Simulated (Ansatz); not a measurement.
The same molecule with X = Si, Ge, Sn. Ansatz, PBE0-D4/def2-TZVP geometries, multiplicity 1.

Elements past krypton have def2 core potentials. Scalar relativity is left out up to krypton.

| X | molecule | mean X–Cl bond length / Å | mean X–F bond length / Å | LUMO energy (B3LYP/def2-TZVPP) / eV | HOMO–LUMO gap (B3LYP/def2-TZVPP) / eV | LUMO energy (ωB97M-V/def2-TZVPP) / eV |
| --- | --- | --- | --- | --- | --- | --- |
| Si | `F[Si]Cl` | 2.080 | 1.603 | -2.70 | 5.09 | -0.46 |
| Ge | `[F][Ge][Cl]` | 2.180 | 1.748 | -3.08 | 5.18 | -0.84 |

Give the row for X = Sn, `[F][Sn][Cl]`. (Best estimate.)

The calculation gave: 
| X | molecule | mean X–Cl bond length / Å | mean X–F bond length / Å | LUMO energy (B3LYP/def2-TZVPP) / eV | HOMO–LUMO gap (B3LYP/def2-TZVPP) / eV | LUMO energy (ωB97M-V/def2-TZVPP) / eV |
| --- | --- | --- | --- | --- | --- | --- |
| Sn | `[F][Sn][Cl]` | 2.360 | 1.935 | -3.20 | 4.93 | -1.17 |

From Si to Sn the mean X–Cl bond length rises at each step, by 0.280 Å in all; the mean X–F bond length rises at each step, by 0.332 Å in all; the LUMO energy (B3LYP/def2-TZVPP) falls at each step, by 0.50 eV in all; the HOMO–LUMO gap (B3LYP/def2-TZVPP) isn't monotonic: highest at Ge, lowest at Sn; the LUMO energy (ωB97M-V/def2-TZVPP) falls at each step, by 0.71 eV in all. Bonds lengthen as the atom grows down the group.

B3LYP here is the variant with VWN-RPA as its local correlation; programs differ in this.
